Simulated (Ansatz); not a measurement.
Cost and result up the ladder for Au₄ (4 atoms). The state is a singlet with charge 0. Geometry: PBE-D4/def2-SVP.

```
atom   x (Å)   y (Å)   z (Å)
 Au1  -0.670   3.462   0.540
 Au2  -0.502  -1.202  -0.296
 Au3   0.725  -3.437  -0.510
 Au4   0.446   1.176   0.266
```

Ansatz on 4 threads of Arm Neoverse V1 on a shared host. Times are rough, and most runs start from the orbitals of an earlier one. PBE0-D4/def2-TZVP serves as the yardstick here, not as an exact answer. Differences are given only for rows in sets of like size (and for xTB, whose basis is part of the method), since another set adds its own error. Binding counts from free atoms at the same level (Au doublet; other spins of the atoms weren't run), without zero-point energy or a counterpoise term.

In the def2 sets Au takes a core potential; there is no spin–orbit coupling. B3LYP takes the VWN-RPA correlation. Correlated methods freeze no core orbitals; core or outer-core shells of Au are correlated, in sets that lack core-valence functions. The rows differ in basis, and correlated rows in double-zeta sets carry the largest basis error. No other spin state of charge 0 was run. Another isomer (singlet) lies 0.43 eV lower at PBE0-D4/def2-TZVP; other spin states weren't run for this one.

Correlated methods converge slowly with the basis, most of all in double-zeta sets.

```csv
level,functions,wall time,binding energy per atom (eV),difference from PBE0-D4/def2-TZVP (eV),remarks
PBE-D4/def2-TZVP (with forces),160,2.6 s,1.42,0.19,–
B3LYP-D4/def2-TZVP,160,4 s,1.22,-0.01,–
PBE0-D4/def2-TZVP,160,4.4 s,1.23,0.00,–
r2SCAN-D4/def2-TZVP,160,5.5 s,1.43,0.20,–
B97M-V/def2-TZVP,160,11 s,1.33,0.10,–
CCSD(T)/def2-SVP,128,1.8 min,1.17,–,test for broken spin undecided
```
